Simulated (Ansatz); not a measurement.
C$_{2}$H$_{9}$NSi$_{2}$, SMILES `N[SiH2]/C=C/[SiH3]`, 14 atoms. Total charge 0; spin multiplicity 1. All runs use 4 threads of an Arm Neoverse V2 on a shared host. Correlated methods freeze the cores.

Problem. Give the basis size and wall time and peak host memory of each of these runs in Ansatz. RKS ωB97M-V/def2-QZVPP energy; direct RPA on PBE orbitals/def2-TZVPP energy; RKS PBE0-D4/def2-TZVP relaxation (11 steps); RKS BLYP-D4/def2-TZVPP energy; RKS r2SCANh-D4/def2-TZVPP energy; RHF-CCSD(T)/def2-SVP energy; RKS PBE0-D4/def2-SVP energy; RKS ωB97M-V/def2-SVP energy; RKS PBE0-D4/def2-QZVPP energy; RHF-MP2/def2-QZVPP energy; RKS PBE0-D4/def2-TZVP frequencies; RKS PBE-D4/def2-TZVPP energy and forces. (An estimate is asked.)

Solution. The calculation gave: Other jobs shared the machine, so times are rough.

```json
{"level": "RKS PBE0-D4/def2-SVP", "job": "energy", "functions": "123", "wall time": "1.1 s", "peak host memory (GiB)": "0.28"}
{"level": "RKS BLYP-D4/def2-TZVPP", "job": "energy", "functions": "303", "wall time": "2.7 s", "peak host memory (GiB)": "0.43"}
{"level": "RKS PBE-D4/def2-TZVPP", "job": "energy and forces", "functions": "303", "wall time": "3 s", "peak host memory (GiB)": "0.43"}
{"level": "RKS ωB97M-V/def2-SVP", "job": "energy", "functions": "123", "wall time": "4.2 s", "peak host memory (GiB)": "0.4"}
{"level": "direct RPA on PBE orbitals/def2-TZVPP", "job": "energy", "functions": "303", "wall time": "6 s", "peak host memory (GiB)": "0.9"}
{"level": "RKS r2SCANh-D4/def2-TZVPP", "job": "energy", "functions": "303", "wall time": "7 s", "peak host memory (GiB)": "0.89"}
{"level": "RHF-CCSD(T)/def2-SVP", "job": "energy", "functions": "123", "wall time": "7.5 s", "peak host memory (GiB)": "0.65"}
{"level": "RKS PBE0-D4/def2-QZVPP", "job": "energy", "functions": "581", "wall time": "9.5 s", "peak host memory (GiB)": "2.5"}
{"level": "RKS ωB97M-V/def2-QZVPP", "job": "energy", "functions": "581", "wall time": "22 s", "peak host memory (GiB)": "2.8"}
{"level": "RHF-MP2/def2-QZVPP", "job": "energy", "functions": "581", "wall time": "28 s", "peak host memory (GiB)": "4.4"}
{"level": "RKS PBE0-D4/def2-TZVP", "job": "relaxation (11 steps)", "functions": "221", "wall time": "45 s", "peak host memory (GiB)": "0.62"}
{"level": "RKS PBE0-D4/def2-TZVP", "job": "frequencies", "functions": "221", "wall time": "3.1 min", "peak host memory (GiB)": "0.62"}
```
